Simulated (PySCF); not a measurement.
A structure optimised at B3LYP-D3(BJ)/def2-SVP, used in a PySCF frequency run:

```
N
H 1 1.0203
Si 1 1.7223 2 114.67
F 3 1.6209 1 112.04 2 -69.11
O 3 1.6540 4 103.02 1 -119.57
H 5 0.9636 3 116.99 4 167.94
Si 1 1.7513 2 115.44 3 -171.88
H 3 1.4768 4 107.52 5 -121.64
H 7 1.4880 1 107.17 2 -177.22
H 7 1.4927 9 109.62 1 -120.02
H 7 1.4929 9 109.29 10 -117.73
```
Charge 0, spin multiplicity 1.

Task: Write its SMILES and formula.

Result: O[Si@H](F)N[SiH3], FH₆NOSi₂

Task: What are its rotational constants (standard atomic weights)?

Result: 6.2508, 1.5695, 1.3566 GHz
